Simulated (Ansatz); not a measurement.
Coupled-cluster diagnostics for P7⁺, Ansatz.

Geometry of the singlet (PBE-D4/def2-SVP):

```xyz
7

P    -0.772    1.347   -1.233
P     0.281   -1.870   -0.287
P     1.225    1.518   -0.371
P     0.528   -0.881    1.697
P     0.769   -0.187   -1.738
P    -1.467   -1.042    0.830
P    -0.564    1.115    1.102
```

Correlated methods freeze 35 core orbitals. The structure comes from a short search, and lower isomers may exist.

Problem. Estimate the CCSD(T) correlation energy, the shares of MP2 and (T), T1 and the reference's ⟨S²⟩ for: charge 1, singlet, own geometry in def2-SVP; and the rough time on 4 threads of Arm Neoverse V2 on a shared host.

Solution. 
```csv
state,basis,correlation (eV),MP2 share (%),(T) share (%),T1,⟨S²⟩ (pure),wall time,remarks
"charge 1, singlet, own geometry",def2-SVP,-24.706,90.4,6.6,0.023,0.00 (0.00),5.5 s,large T1
```
Customary marks for T1 are 0.02 (closed shells), 0.045 (open shells) and about 0.05 (3d metals). T1 exceeds 0.02 in 1 of 1 rows and 0.045 in 0; the higher it lies, the less the single-reference result can be trusted.
